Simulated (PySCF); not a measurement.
# How methods differ on the excitation energy of Te

Te [Kr] 4d10 5s2 5p4 (3P) → Te [Kr] 4d10 5s2 5p3 6s1 (5S), as a difference of total energies. All numbers are calculated (PySCF 2.14, the spin-free X2C one-electron Hamiltonian (Gaussian nucleus), in aug-cc-pVQZ-DK3). Correlated levels: valence: [Kr] 4d10 frozen. The calculations carry no spin-orbit coupling.

| method | excitation energy (eV) |
| --- | --- |
| UHF | 4.624 |
| MP2 (valence) | 5.047 |
| SCS-MP2 (valence) | 5.246 |
| CCSD (valence) | 5.167 |
| CCSD(T) (valence) | 5.175 |

Errors of the correlated levels include the incompleteness of this basis and the frozen core.

Task: Which method comes closest to the reference value, and which is furthest?

Result: The reference is 5.226 eV (measured; NIST levels, between the centres of gravity of the two terms). Closest: SCS-MP2 (valence) (error 0.020 eV); furthest: UHF (error -0.602 eV).
